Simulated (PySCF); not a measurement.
# Ge+: excitation energy

Ge+ [Ar] 3d10 4s2 4p1 (2P) → Ge+ [Ar] 3d10 4s1 4p2 (4P), as a difference of total energies. All numbers are calculated (PySCF 2.14, the non-relativistic Hamiltonian (point nucleus), in def2-TZVPPD (7s5p5d1f, 54 functions)). Correlated levels: valence and next inner shell: [Ne] frozen. The calculations carry no spin-orbit coupling.

| method | excitation energy (cm⁻¹) | difference from reference (cm⁻¹) |
| --- | --- | --- |
| UHF | 36781 | -14751 |
| MP2 (valence and next inner shell) | 44754 | -6778 |
| SCS-MP2 (valence and next inner shell) | 46937 | -4595 |
| CCSD (valence and next inner shell) | 46320 | -5211 |
| CCSD(T) (valence and next inner shell) | 46794 | -4737 |

Reference: 51531 cm⁻¹ (measured; NIST levels, between the centres of gravity of the two terms).

These non-relativistic numbers lack the scalar-relativistic shift.

Errors of the correlated levels include the incompleteness of this basis and the frozen core.
